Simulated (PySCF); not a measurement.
## How methods differ on the ionisation energy of Sc

Sc [Ar] 3d1 4s2 (2D) → Sc⁺ [Ar] 3d1 4s1 (3D), as a difference of total energies. Computed with PySCF 2.14 in dyall-av2z (16s12p7d2f, 101 functions), with no relativity, point nucleus. Correlated levels: valence: [Ar] frozen; virtual orbitals above 40 to 60 times the deepest correlated orbital energy dropped. The calculations carry no spin-orbit coupling.

| method | ionisation energy (eV) | difference from reference (eV) |
| --- | --- | --- |
| UHF | 5.366 | -1.196 |
| MP2 (valence) | 6.041 | -0.521 |
| SCS-MP2 (valence) | 6.177 | -0.385 |
| CCSD (valence) | 6.313 | -0.249 |
| CCSD(T) (valence) | 6.337 | -0.225 |

Reference: 6.562 eV (measured; NIST levels, between the centres of gravity of the two terms).

These non-relativistic numbers lack the scalar-relativistic shift.

Errors of the correlated levels include the incompleteness of this basis and the frozen core.
